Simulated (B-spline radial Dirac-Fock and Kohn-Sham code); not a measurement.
## Elastic and transport cross sections of krypton for electrons

Level of theory: relativistic (Dirac) partial waves in the static field of the Dirac-Fock atom with Furness-McCarthy exchange, without polarisation or absorption potentials; a B-spline atomic structure program. Below a few hundred eV the neglected polarisation potential matters, most of all at small angles. σ_tr1 and σ_tr2 weight the cross section with 1 − P₁ and 1 − P₂ of cos θ; "backward" is the share scattered beyond 90°.

```tsv
energy (eV)	σ (a₀²)	σ_tr1 (a₀²)	σ_tr2 (a₀²)	σ/σ_tr1	backward (%)
50	32.0	6.84	12.4	4.68	5.2
56.2	29.7	6.26	11.3	4.74	4.2
68.3	26.4	5.84	10.1	4.51	3.9
82.4	23.6	5.84	9.50	4.03	5.5
89.8	22.4	5.91	9.29	3.79	6.8
90.8	22.3	5.92	9.26	3.76	7.0
100	21.0	6.01	9.02	3.50	8.8
103	20.7	6.04	8.94	3.43	9.4
133	?	?	?	?	?
200	14.6	5.74	6.10	2.54	20
201	14.6	5.73	6.08	2.54	20
```

Question: Fill in the row for 133 eV.

Answer: σ = 17.9 a₀², σ_tr1 = 6.16 a₀², σ_tr2 = 8.07 a₀², σ/σ_tr1 = 2.91, backward 15 %. The ratio σ/σ_tr1 is roughly the number of elastic collisions that randomise the direction.

Values without a named source are computed, but for edge energies of neutral atoms, which are taken from tables.
